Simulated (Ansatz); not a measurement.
KI2⁻. The state is a singlet with charge -1. Geometry PBE0-D4/def2-TZVPD, basis def2-TZVPD, Ansatz.

Cartesian coordinates in Å:
```
K 0.005 0.004 0.003
I -2.270 2.231 -0.703
I 2.265 -2.235 0.700
```

```csv
run,HOMO (eV),LUMO (eV)
A,-1.98,2.19
B,-2.79,2.11
C,-5.29,3.02
D,-1.75,1.67
E,-4.00,2.48
F,-5.16,3.05
```

In the def2 sets I takes a core potential; there is no spin–orbit coupling. LC-ωPBE has ω = 0.4 bohr⁻¹. The structure comes from a short search, and lower isomers may exist.

Q: The runs used CAM-B3LYP, HF, LC-ωPBE, PBE, PBE0, r2SCAN. Estimate which is which.

A: A r2SCAN (0 % exact exchange); B PBE0 (25 % exact exchange); C LC-ωPBE (range-separated); D PBE (0 % exact exchange); E CAM-B3LYP (range-separated); F HF (100 % exact exchange). Exact exchange lowers occupied and raises empty levels; among semilocal functionals meta-GGAs tend to open the gap a little, and such runs are hard to tell apart. The gap grows from 3.42 eV (PBE) to 8.30 eV (LC-ωPBE).
